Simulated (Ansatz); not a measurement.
Basis sets compared for Ge(GeH3)H3 (Ge₂H₆). Charge 0, multiplicity 1. Geometry PBE0-D4/def2-TZVP. Ansatz on 4 threads of Intel Xeon on a shared host; times are rough, and most runs start from earlier orbitals.

```csv
atom,x (Å),y (Å),z (Å)
Ge1,0.006,-1.208,-0.067
Ge2,-0.006,1.208,0.066
H3,0.256,1.821,-1.318
H4,1.087,1.694,1.032
H5,-1.367,1.709,0.574
H6,1.333,-1.704,-0.662
H7,-1.145,-1.699,-0.959
H8,-0.163,-1.821,1.332
```

The 6-31G sets use Cartesian d functions. B3LYP takes the VWN-RPA correlation.

Binding counts from free atoms (Ge triplet, H doublet) in the same basis, without a counterpoise term.

```json
{"level": "PBE-D4/def2-SVP", "functions": "94", "energy (Eh)": "-4156.4311", "HOMO (eV)": "-7.08", "LUMO (eV)": "-0.17", "binding per atom (eV)": "2.58", "wall time": "2.7 s"}
{"level": "PBE-D4/def2-TZVP", "functions": "132", "energy (Eh)": "-4156.9590", "HOMO (eV)": "-7.12", "LUMO (eV)": "-0.49", "binding per atom (eV)": "2.58", "wall time": "4 s"}
{"level": "r2SCAN-D4/def2-TZVP (with forces)", "functions": "132", "energy (Eh)": "-4157.5819", "HOMO (eV)": "-7.40", "LUMO (eV)": "-0.11", "binding per atom (eV)": "2.64", "wall time": "7.1 s"}
{"level": "B3LYP-D4/6-31G", "functions": "70", "energy (Eh)": "-4156.9883", "HOMO (eV)": "-7.95", "LUMO (eV)": "0.15", "binding per atom (eV)": "2.56", "wall time": "4 s"}
{"level": "B3LYP-D4/def2-TZVP", "functions": "132", "energy (Eh)": "-4157.7131", "HOMO (eV)": "-7.99", "LUMO (eV)": "0.06", "binding per atom (eV)": "2.62", "wall time": "5 s"}
{"level": "PBE0-D4/def2-SVP", "functions": "94", "energy (Eh)": "-4156.5520", "HOMO (eV)": "-8.20", "LUMO (eV)": "0.74", "binding per atom (eV)": "2.59", "wall time": "6 s"}
{"level": "PBE0-D4/def2-TZVP", "functions": "132", "energy (Eh)": "-4157.0765", "HOMO (eV)": "-8.20", "LUMO (eV)": "0.38", "binding per atom (eV)": "2.58", "wall time": "4.8 s"}
```

Q: Estimate the rows for PBE-D4/def2-TZVPD, r2SCAN-D4/def2-TZVPD, PBE0-D4/def2-TZVPD.

A: 
```tsv
level	functions	energy (Eh)	HOMO (eV)	LUMO (eV)	binding per atom (eV)	wall time
PBE-D4/def2-TZVPD	162	-4156.9598	-7.12	-0.75	2.58	6 s
r2SCAN-D4/def2-TZVPD	162	-4157.5829	-7.38	-0.24	2.64	8.6 s
PBE0-D4/def2-TZVPD	162	-4157.0774	-8.19	0.00	2.59	8 s
```
